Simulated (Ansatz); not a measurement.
spiro-OMeTAD half (C₅₃H₄₂N₂O₄), relaxed as a singlet with RKS PBE-D4/def2-SVP in Ansatz, starting from the GFN2-xTB geometry. Force threshold 0.03 eV/Å.

Single mean-field runs in def2-SVP are fitted with def2-universal-jkfit.

Start:

Cartesian coordinates in Å:
```
C 6.182 4.942 -4.567
O 4.850 4.864 -4.125
C 4.201 3.665 -4.219
C 2.884 3.651 -3.758
C 2.132 2.502 -3.814
C 2.677 1.319 -4.319
N 1.915 0.145 -4.359
C 2.055 -0.765 -5.416
C 2.209 -0.332 -6.729
C 2.315 -1.239 -7.770
C 2.263 -2.604 -7.515
O 2.339 -3.588 -8.460
C 2.443 -3.217 -9.811
C 2.119 -3.041 -6.197
C 2.021 -2.139 -5.165
C 0.986 -0.120 -3.350
C -0.232 -0.730 -3.665
C -1.174 -0.997 -2.690
C -0.901 -0.648 -1.376
C 0.327 -0.045 -1.060
C 1.268 0.222 -2.022
C 0.418 0.225 0.423
C 1.584 -0.460 1.090
C 1.882 -1.804 1.112
C 3.018 -2.218 1.795
C 3.831 -1.299 2.442
C 3.530 0.054 2.425
C 2.400 0.475 1.743
C 1.837 1.800 1.538
C 2.256 3.050 1.962
C 1.507 4.159 1.601
C 0.361 4.025 0.832
C -0.067 2.775 0.406
C 0.675 1.672 0.762
C -0.918 -0.283 0.911
C -1.396 -0.286 2.197
C -2.672 -0.810 2.436
N -3.194 -0.836 3.731
C -2.371 -1.108 4.828
C -1.290 -1.978 4.712
C -0.479 -2.257 5.798
C -0.745 -1.682 7.035
O -0.027 -1.900 8.177
C 1.022 -2.834 8.136
C -1.826 -0.808 7.154
C -2.620 -0.517 6.069
C -4.559 -0.581 3.927
C -5.301 -1.319 4.851
C -6.637 -1.051 5.044
C -7.277 -0.047 4.315
O -8.603 0.133 4.589
C -9.286 1.169 3.929
C -6.545 0.681 3.385
C -5.200 0.417 3.200
C -3.429 -1.306 1.370
C -2.941 -1.297 0.078
C -1.674 -0.787 -0.159
C 3.992 1.335 -4.772
C 4.747 2.494 -4.729
H 6.490 5.973 -4.399
H 6.837 4.273 -3.998
H 6.267 4.710 -5.634
H 2.468 4.565 -3.364
H 1.112 2.511 -3.460
H 2.235 0.726 -6.940
H 2.423 -0.864 -8.775
H 1.584 -2.618 -10.133
H 3.366 -2.663 -10.008
H 2.457 -4.150 -10.373
H 2.087 -4.103 -6.010
H 1.909 -2.490 -4.150
H -0.433 -0.987 -4.694
H -2.111 -1.462 -2.956
H 2.211 0.683 -1.767
H 1.247 -2.516 0.606
H 3.274 -3.267 1.819
H 4.712 -1.644 2.964
H 4.166 0.766 2.932
H 3.147 3.159 2.562
H 1.822 5.142 1.920
H -0.206 4.904 0.563
H -0.962 2.666 -0.189
H -0.808 0.112 3.011
H -1.079 -2.445 3.762
H 0.353 -2.930 5.661
H 1.407 -2.888 9.154
H 0.666 -3.823 7.830
H 1.824 -2.514 7.463
H -2.019 -0.359 8.115
H -3.446 0.170 6.176
H -4.820 -2.103 5.416
H -7.217 -1.617 5.755
H -9.321 1.005 2.846
H -8.831 2.143 4.134
H -10.299 1.153 4.326
H -7.005 1.462 2.799
H -4.638 0.993 2.481
H -4.411 -1.709 1.573
H -3.538 -1.692 -0.730
H 4.433 0.428 -5.158
H 5.764 2.462 -5.086
```

Q: Estimate the energy that the relaxation releases and the steps that it takes.

A: 0.82 eV, in 12 steps; 47 s on 10 threads of AMD EPYC 7R13 on a shared host and a whole NVIDIA H100 80GB HBM3. The force fell under the threshold at step 5, but the optimiser went on and released 0.009 eV more. No frequencies were taken in this run, so the end may be a saddle point.

Q: Does the start keep its bonding and symmetry?

A: By distances, no bond broke or formed. The bond that changes most is C49–H92, from 1.08 to 1.10 Å (atoms count from 1).

Q: Predict the relaxed structure.

A: 
Cartesian coordinates in Å:
```
C 6.365 4.776 -4.451
O 5.011 4.752 -4.051
C 4.327 3.576 -4.161
C 2.974 3.603 -3.760
C 2.184 2.458 -3.849
C 2.728 1.237 -4.315
N 1.926 0.068 -4.401
C 2.066 -0.795 -5.520
C 2.192 -0.275 -6.823
C 2.359 -1.122 -7.928
C 2.378 -2.521 -7.748
O 2.528 -3.432 -8.753
C 2.687 -2.950 -10.072
C 2.238 -3.047 -6.445
C 2.096 -2.199 -5.348
C 0.976 -0.215 -3.396
C -0.272 -0.803 -3.725
C -1.237 -1.052 -2.741
C -0.975 -0.700 -1.405
C 0.280 -0.124 -1.081
C 1.253 0.109 -2.045
C 0.353 0.197 0.411
C 1.489 -0.500 1.155
C 1.728 -1.869 1.284
C 2.831 -2.293 2.048
C 3.675 -1.354 2.670
C 3.434 0.024 2.541
C 2.333 0.450 1.780
C 1.827 1.795 1.475
C 2.305 3.068 1.828
C 1.609 4.201 1.376
C 0.452 4.067 0.585
C -0.030 2.794 0.232
C 0.661 1.667 0.681
C -1.022 -0.263 0.893
C -1.518 -0.227 2.189
C -2.807 -0.756 2.450
N -3.304 -0.786 3.771
C -2.419 -1.036 4.853
C -1.389 -1.991 4.738
C -0.494 -2.224 5.792
C -0.634 -1.520 7.005
O 0.176 -1.676 8.092
C 1.230 -2.613 8.007
C -1.676 -0.576 7.133
C -2.546 -0.329 6.071
C -4.683 -0.578 4.029
C -5.369 -1.375 4.977
C -6.719 -1.158 5.247
C -7.437 -0.153 4.562
O -8.755 -0.025 4.891
C -9.508 0.984 4.249
C -6.766 0.637 3.605
C -5.402 0.430 3.356
C -3.571 -1.276 1.374
C -3.068 -1.288 0.067
C -1.777 -0.792 -0.185
C 4.082 1.213 -4.700
C 4.875 2.369 -4.640
H 6.723 5.810 -4.293
H 6.993 4.082 -3.846
H 6.488 4.513 -5.527
H 2.557 4.551 -3.390
H 1.129 2.499 -3.543
H 2.168 0.814 -6.971
H 2.458 -0.678 -8.928
H 1.800 -2.370 -10.417
H 3.591 -2.306 -10.175
H 2.806 -3.839 -10.720
H 2.263 -4.140 -6.319
H 2.005 -2.619 -4.336
H -0.482 -1.051 -4.775
H -2.202 -1.499 -3.026
H 2.220 0.555 -1.771
H 1.064 -2.600 0.797
H 3.037 -3.369 2.159
H 4.534 -1.703 3.263
H 4.096 0.754 3.031
H 3.210 3.178 2.444
H 1.972 5.206 1.642
H -0.079 4.968 0.240
H -0.933 2.684 -0.389
H -0.916 0.189 3.010
H -1.274 -2.552 3.800
H 0.305 -2.965 5.654
H 1.755 -2.586 8.980
H 0.856 -3.647 7.828
H 1.953 -2.355 7.199
H -1.771 -0.030 8.083
H -3.342 0.422 6.178
H -4.823 -2.168 5.509
H -7.257 -1.772 5.985
H -9.554 0.834 3.145
H -9.100 2.001 4.449
H -10.533 0.923 4.661
H -7.291 1.432 3.058
H -4.882 1.061 2.620
H -4.569 -1.688 1.582
H -3.678 -1.708 -0.747
H 4.523 0.273 -5.062
H 5.926 2.309 -4.955
```
Bond lengths: 54 × C–C 1.39 to 1.53 Å; 8 × C–O 1.36 to 1.41 Å; 6 × C–N 1.41 to 1.42 Å; 42 × C–H 1.10 to 1.11 Å.
